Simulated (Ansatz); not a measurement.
The molecule CuF, closed-shell singlet (the spin of the measured ground state). No spin–orbit coupling. Cu is treated without relativity.

D_e counts from the fitted minimum to each atom's lowest state at the same level, without counterpoise. The singlet is restricted.

Correlated levels freeze the inner cores; with def2 sets outer-core shells near the valence are correlated too. CBS: X⁻³ extrapolation of the correlation energy, Hartree–Fock from the larger set.

Programs: Ansatz (a first-principles code) with Gaussian orbitals. Each number belongs to the level named beside it.

### Question
Predict the bond energy D_e from CCSD(T)/CBS(def2-TZVPP, def2-QZVPP).

### Answer
4.29 eV

### Question
What is the computed bond energy D_e (CCSD/def2-QZVPP)?

### Answer
4.09 eV

### Question
Give the bond energy D_e at the level wB97M-V/def2-TZVPP.

### Answer
4.23 eV
